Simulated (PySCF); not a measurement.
Isomers of C3H11NSi3, mass 145.020 u with the commonest isotopes. Level of theory: PBE0/def2-SVPD in PySCF (dipole) on a GFN2-xTB geometry, gas phase. One conformer each, none proved a minimum here; rigid rotors.

Question: Order these by rotational constant C, smallest first.
A. `[CH3:1][C@@H:2]([C:3]#[N:4])[SiH:5]([SiH3:6])[SiH3:7]` with C1–C2–Si5–Si6 177°
B. `[CH3:1][Si:2]([SiH3:3])([SiH3:4])[CH2:5][C:6]#[N:7]` with C1–Si2–C5–C6 180°
C. `[CH:1]#[C:2][Si@@H:3]([NH2:4])[CH2:5][SiH2:6][SiH3:7]` with C2–Si3–N4–H -63° and 75°, C2–Si3–C5–Si6 70°, Si3–C5–Si6–Si7 68°

Answer: C (638.9 MHz), A (836.1 MHz), B (874.9 MHz).

Question: Order these by rotational constant A, largest first.
A. `[CH:1]#[C:2][Si@@H:3]([NH2:4])[CH2:5][SiH2:6][SiH3:7]` with C2–Si3–N4–H -63° and 75°, C2–Si3–C5–Si6 70°, Si3–C5–Si6–Si7 68°
B. `[CH3:1][Si:2]([SiH3:3])([SiH3:4])[CH2:5][C:6]#[N:7]` with C1–Si2–C5–C6 180°
C. `[CH3:1][C@@H:2]([C:3]#[N:4])[SiH:5]([SiH3:6])[SiH3:7]` with C1–C2–Si5–Si6 177°

Answer: A (2000 MHz), C (1318 MHz), B (1241 MHz).

Question: Order these by out-of-plane moment Σ m c² = (Ia + Ib − Ic)/2, largest first.
A. `[CH3:1][C@@H:2]([C:3]#[N:4])[SiH:5]([SiH3:6])[SiH3:7]` with C1–C2–Si5–Si6 177°
B. `[CH:1]#[C:2][Si@@H:3]([NH2:4])[CH2:5][SiH2:6][SiH3:7]` with C2–Si3–N4–H -63° and 75°, C2–Si3–C5–Si6 70°, Si3–C5–Si6–Si7 68°
C. `[CH3:1][Si:2]([SiH3:3])([SiH3:4])[CH2:5][C:6]#[N:7]` with C1–Si2–C5–C6 180°

Answer: C (135.45 u·Å²), A (108.00 u·Å²), B (80.06 u·Å²).

```csv
SMILES,point group,Ia (u·Å²),Ib (u·Å²),Ic (u·Å²),κ,μa (D),μb (D),μc (D)
C[C@@H](C#N)[SiH]([SiH3])[SiH3],C1,383.37,437.07,604.44,0.33,0.39,1.63,3.39
C#C[Si@@H](N)C[SiH2][SiH3],C1,252.66,698.52,791.05,-0.88,1.56,0.19,0.84
C[Si]([SiH3])([SiH3])CC#N,Cs,407.31,441.26,577.67,0.48,3.67,0.00,2.65
```
